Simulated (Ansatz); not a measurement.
A nudged elastic band was laid between two geometries of CH3F + GeH3 (9 atoms, charge 0, multiplicity 2).

Method: UKS PBE0-D4/def2-mTZVP (Ansatz 0.2.0).

```yaml
movable_images: 5
climbing_image: yes
spring: 5.0 eV/Å²
optimiser: quadratic models (default)
start_path: through a guess of the saddle point
force_threshold: 0.05 eV/Å
iteration_limit: 59
end_points: relaxed
```

First end point:

```xyz
9
Properties=species:S:1:pos:R:3
H -0.682 0.695 -0.652
C -0.878 0.652 -1.726
F -0.378 -0.533 -2.226
Ge 0.876 -0.724 1.885
H -0.386 1.488 -2.227
H -1.954 0.691 -1.907
H 2.224 -0.016 1.641
H 0.095 -0.033 3.021
H 1.084 -2.219 2.190
```

Last end point:

```xyz
9
Properties=species:S:1:pos:R:3
H 0.016 -0.187 0.427
C -1.035 0.735 -2.248
F -0.508 -0.474 -2.463
Ge 0.771 -0.507 1.724
H -0.314 1.538 -2.162
H -1.998 0.731 -1.752
H 2.180 0.100 1.659
H 0.014 0.094 2.918
H 0.875 -2.029 1.898
```

(1) Which bonds break or form, and what moves?

(2) What energy profile does the band end with?

(3) What is the geometry of the highest image?

(4) What are the harmonic wavenumbers there?

The band took 12 iterations and of the order of 7 core-minutes.

Results:

(1) Bonds broken: H1–C2. Bonds formed: H1–Ge4. CH3F + GeH3 becomes CH2F + GeH4.

(2) The run converged. The highest image is number 4 of 0 to 6, 0.97 eV above the first end and 0.17 eV above the last; the last end lies 0.79 eV above the first. A vibrational analysis at the climbing image gives one clearly imaginary mode, 657i cm⁻¹: a first-order saddle point.

```
image  path coordinate (Å)  energy (eV)  H1–C2 (Å)  H1–Ge4 (Å)
    0                 0.00         0.00       1.09        3.30
    1                 0.59         0.00       1.09        3.11
    2                 1.19         0.03       1.09        2.74
    3                 1.78         0.14       1.11        2.35
    4                 2.37         0.97       1.66        1.64
    5                 3.17         0.82       2.36        1.54
    6                 3.96         0.79       3.02        1.53
```

(3) 
```xyz
9
Properties=species:S:1:pos:R:3:forces:R:3
H -0.070 0.129 -0.019 0.00 0.00 0.01
C -0.730 0.475 -1.503 0.00 0.01 0.02
F -0.393 -0.578 -2.267 0.02 -0.03 -0.02
Ge 0.633 -0.365 1.380 -0.01 0.00 0.00
H -0.213 1.388 -1.785 0.00 0.01 0.00
H -1.793 0.517 -1.285 -0.01 0.01 0.00
H 2.087 0.138 1.444 0.00 0.00 0.00
H -0.145 0.199 2.584 0.00 0.00 0.00
H 0.624 -1.903 1.451 0.00 0.00 0.00
```

(4) 657i, 20, 75, 202, 307, 463, 586, 792, 871, 872, 1005, 1010, 1109, 1186, 1206, 1488, 2135, 2151, 2157, 3108, 3238 cm⁻¹.

Time of the run: 3.5 min on 2 threads of Intel(R) Xeon(R) Platinum 8259CL CPU @ 2.50GHz (Skylake/Cascade Lake) (shared host), peak memory 0.27 GiB.
